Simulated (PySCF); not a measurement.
## Bi⁵⁰⁺: ionisation energy

Bi⁵⁰⁺ [Ar] 3d10 4s2 4p3 [4p1/2^2 4p3/2^1, M_J = 3/2] → Bi⁵¹⁺ [Ar] 3d10 4s2 4p2 [4p1/2^2, M_J = 0], as a difference of total energies. All numbers are calculated (PySCF 2.14, the two-component X2C-1e Hamiltonian, in an even-tempered Gaussian basis (16 s from 7.4 bohr⁻², ratio 2.8; 13 p from 9.6 bohr⁻², ratio 2.8; 8 d from 17 bohr⁻², ratio 2.8; 4 f from 42 bohr⁻², ratio 3)). Correlated levels: [Ne] frozen; the 72 highest virtual spinors dropped. "Screened" scales the spin-orbit matrix elements by Boettger's factors to mimic the two-electron term; Breit and QED terms are absent.

```csv
method,ionisation energy (eV)
GHF (spin-free),2887.8
GMP2 (spin-free),2888.7
GHF (screened spin-orbit),2828.8
GMP2 (screened spin-orbit),2829.7
```

Breit and QED terms and the two-electron picture change are absent.

The spin-free rows relax to the high-spin LS determinant and lack the spin-orbit shift.

The labels give the starting determinants; with spin-orbit coupling the two ends relaxed to ⟨J²⟩ = 3.75, ⟨L²⟩ = 2.64, ⟨S²⟩ = 1.56 and ⟨J²⟩ = 0.00, ⟨L²⟩ = 1.40, ⟨S²⟩ = 1.40.

For comparison: 2835 ± 4 eV (theoretical estimate listed by NIST; NIST Atomic Spectra Database, ionization energies).
